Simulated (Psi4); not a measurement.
fluorine atom (F), doublet; Psi4 with B97M-V/cc-pVTZ.

Psi4 was given this input:
```
memory 2 GB

molecule {
0 2
  F     0.00000000    0.00000000    0.00000000
}

set basis cc-pvtz
set reference uks
set scf_type pk
set puream true
set d_convergence 1e-8
set dft_radial_points 99
set dft_spherical_points 590

energy('b97m-v')
print_variables()
```

It wrote (shortened):

```
   => Loading Basis Set <=

    Name: CC-PVTZ
    Role: ORBITAL
    Keyword: BASIS

         ---------------------------------------------------------
                                   SCF
               by Justin Turney, Rob Parrish, Andy Simmonett
                          and Daniel G. A. Smith
                              UKS Reference
         ---------------------------------------------------------

  ==> Geometry <==

    Molecular point group: d2h
    Geometry (in Angstrom), charge = 0, multiplicity = 2:

       Center              X                  Y                   Z               Mass
    ------------   -----------------  -----------------  -----------------  -----------------
         F            0.000000000000     0.000000000000     0.000000000000    18.998403162730

  Running in d2h symmetry.

  Rotational constants: A = ************  B = ************  C = ************ [cm^-1]
  Rotational constants: A = ************  B = ************  C = ************ [MHz]
  Nuclear repulsion =    0.000000000000000

  Charge       = 0
  Multiplicity = 2
  Electrons    = 9
  Nalpha       = 5
  Nbeta        = 4

  ==> Algorithm <==

  SCF Algorithm Type is PK.
  DIIS enabled.
  MOM disabled.
  Fractional occupation disabled.
  Guess Type is CORE.
  Energy threshold   = 1.00e-06
  Density threshold  = 1.00e-08
  Integral threshold = 1.00e-12

  ==> Primary Basis <==

  Basis Set: CC-PVTZ
    Blend: CC-PVTZ
    Number of shells: 10
    Number of basis functions: 30
    Number of Cartesian functions: 35
    Spherical Harmonics?: true
    Max angular momentum: 3

  ==> DFT Potential <==

   => LibXC <=

    Version 7.1.2
    S. Lehtola, C. Steigemann, M. J. T. Oliveira, and M. A. L. Marques,  SoftwareX 7, 1–5 (2018) (10.1016/j.softx.2017.11.002)

   => Composite Functional: B97M-V <=

    B97M-V GGA Exchange-Correlation Functional

    N. Mardirossian and M. Head-Gordon,  J. Chem. Phys. 142, 074111 (2015) (10.1063/1.4907719)

    Deriv               =              1
    GGA                 =           TRUE
    Meta                =           TRUE

    Exchange Hybrid     =          FALSE
    MP2 Hybrid          =          FALSE

   => Exchange-Correlation Functionals <=

    1.0000   B97M-V exchange-correlation functional

   => LibXC Density Thresholds  <==

    XC_MGGA_XC_B97M_V:  1.00E-15

   => VV10 Non-Local Parameters <=

    VV10 B              =     6.0000E+00
    VV10 C              =     1.0000E-02

   => Molecular Quadrature <=

[...]
   @S   Expected:                5.000000000E-01
   @S   Observed:                5.000000000E-01

    Orbital Energies [Eh]
    ---------------------

    Alpha Occupied:

[...]
    Alpha Virtual:

[...]
       8Ag     8.983949

    Beta Occupied:

[...]
       1B1u   -0.393985

    Beta Virtual:

[...]
    Final Occupation by Irrep:
             Ag   B1g   B2g   B3g    Au   B1u   B2u   B3u
    DOCC [     2,    0,    0,    0,    0,    1,    1,    0 ]
    SOCC [     0,    0,    0,    0,    0,    0,    0,    1 ]
    NA   [     2,    0,    0,    0,    0,    1,    1,    1 ]
    NB   [     2,    0,    0,    0,    0,    1,    1,    0 ]

  @UKS Final Energy:   -99.72434793912819

   => Energetics <=

    Nuclear Repulsion Energy =              0.0000000000000000
    One-Electron Energy =                -139.2346041972409694
    Two-Electron Energy =                  49.8642148094398152
    DFT Exchange-Correlation Energy =     -10.3936176590500420
    Empirical Dispersion Energy =           0.0000000000000000
    VV10 Nonlocal Energy =                  0.0396591077229961
    Total Energy =                        -99.7243479391281937

  UHF NO Occupations:
  HONO-2 :    1B2u 1.9998173
  HONO-1 :    2 Ag 1.9991778
  HONO-0 :    1B3u 1.0000000
  LUNO+0 :    3 Ag 0.0008222
  LUNO+1 :    2B2u 0.0001827
  LUNO+2 :    2B1u 0.0001827
  LUNO+3 :    4 Ag 0.0000010

Computation Completed

Properties will be evaluated at   0.000000,   0.000000,   0.000000 [a0]

Properties computed using the SCF density matrix

 Multipole Moments:

 ------------------------------------------------------------------------------------
     Multipole            Electronic (a.u.)      Nuclear  (a.u.)        Total (a.u.)
 ------------------------------------------------------------------------------------

 L = 1.  Multiply by 2.5417464519 to convert [e a0] to [Debye]
 Dipole X            :          0.0000000            0.0000000            0.0000000
 Dipole Y            :          0.0000000            0.0000000            0.0000000
 Dipole Z            :          0.0000000            0.0000000            0.0000000
 Magnitude           :                                                    0.0000000

 ------------------------------------------------------------------------------------

  Variable Map:
  ----------------------------------------------------------------------------
[...]
  Array Variable Map:
  ----------------------------------------------------------------------------
[...]
[...]
```
